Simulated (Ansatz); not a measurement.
C₂H₄F₂OSi, SMILES `O=CC(F)(F)[SiH3]`, relaxed with RKS PBE0-D4/def2-TZVP in Ansatz from a PBE-D4/def2-SVP geometry. The force threshold is 0.005 eV/Å; the program also tests the step.

Total charge 0; spin multiplicity 1.

Start:

```xyz
10

O    -0.767    1.744   -1.419
C     0.193    1.051   -1.173
C     0.079   -0.373   -0.615
F     1.256   -1.040   -0.896
F    -0.955   -1.031   -1.232
Si   -0.220   -0.423    1.314
H     1.265    1.398   -1.284
H     0.893    0.326    1.989
H    -0.202   -1.868    1.708
H    -1.543    0.216    1.608
```

| step | energy (eV) | largest force (eV/Å) | largest move (Å) |
| --- | --- | --- | --- |
| 1 | -17487.6810 | 1.007 | 0.000 |
| 2 | -17487.7234 | 0.178 | 0.025 |
| 3 (rejected) | -17487.7230 | 0.240 | 0.022 |
| 4 | -17487.7268 | 0.077 | 0.008 |
| 5 | -17487.7269 | 0.051 | 0.009 |
| 6 | -17487.7271 | 0.015 | 0.010 |
| 7 | -17487.7271 | 0.008 | 0.005 |
| 8 | -17487.7271 | 0.005 | 0.007 |
| 9 | -17487.7272 | 0.005 | 0.010 |
| 10 | -17487.7272 | 0.012 | 0.008 |
| 11 (rejected) | -17487.7272 | 0.010 | 0.008 |
| 12 | -17487.7272 | 0.021 | 0.003 |
| 13 | -17487.7272 | 0.005 | 0.001 |
| 14 (rejected) | -17487.7272 | 0.004 | 0.001 |
| 15 | -17487.7272 | 0.000 | 0.001 |

End:

```xyz
10

O    -0.742    1.717   -1.438
C     0.200    1.040   -1.152
C     0.067   -0.374   -0.607
F     1.221   -1.046   -0.909
F    -0.956   -1.012   -1.228
Si   -0.216   -0.422    1.309
H     1.247    1.399   -1.218
H     0.884    0.342    1.947
H    -0.179   -1.848    1.705
H    -1.527    0.203    1.590
```

Hardware: 4 threads of an Arm Neoverse V1 on a shared host. Wall time 58 s, peak host memory 0.58 GiB.
